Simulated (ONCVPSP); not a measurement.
**An all-electron radial function and its pseudo partner (caesium)**

Columns: radius, all-electron u(r) and pseudo u(r) of the 5p shell (level -18.83 eV) of caesium in the configuration [Kr] 4d10 5s2 5p6; LDA (Perdew-Wang 92), scalar-relativistic, ONCV scheme, ONCVPSP 4.0.1.

```
r (bohr)  all-electron  pseudo
   0.115        0.0041  0.0084
   0.230        0.2557  0.0326
   0.345       -0.0071  0.0705
   0.460       -0.2981  0.1197
   0.575       -0.3995  0.1787
   0.690       -0.3257  0.2463
   0.805       -0.1521  0.3204
   0.920        0.0557  0.3976
   1.035        0.2567  0.4730
   1.150        0.4301  0.5425
   1.265        0.5678  0.6038
   1.380        0.6692  0.6566
   1.495        0.7377  0.7017
   1.610        0.7779  0.7384
   1.725        0.7949  0.7642
   1.840        0.7936  0.7758
   1.955        0.7783  0.7710
   2.070        0.7528  0.7510
   2.185        0.7199  0.7197
   2.300        0.6822  0.6822
   2.415        0.6416  0.6415
   2.530        0.5995  0.5995
   2.645        0.5572  0.5571
   2.760        0.5154  0.5154
   2.875        0.4748  0.4748
   2.990        0.4358  0.4358
```

**Question.** How many radial nodes do the two functions have?

**Answer.** The all-electron 5p function has n − l − 1 = 3 (the table is too coarse to show those close to the nucleus); the pseudo-wave has 0, since the states of the same l below it are removed with the core.

**Question.** At about which radius was the pseudo-wave matched?

**Answer.** 2.30 bohr, where the columns begin to agree (steps of 0.12 bohr).

**Question.** Where does each function peak?

**Answer.** Outermost all-electron maximum near 1.73 bohr, pseudo maximum near 1.84 bohr (to the table’s step).

**Question.** Is the pseudo-wave norm-conserving?

**Answer.** Yes: the ONCV scheme keeps the norm inside the radius equal to the all-electron one, which fixes the energy derivative of the logarithmic derivative at the level.
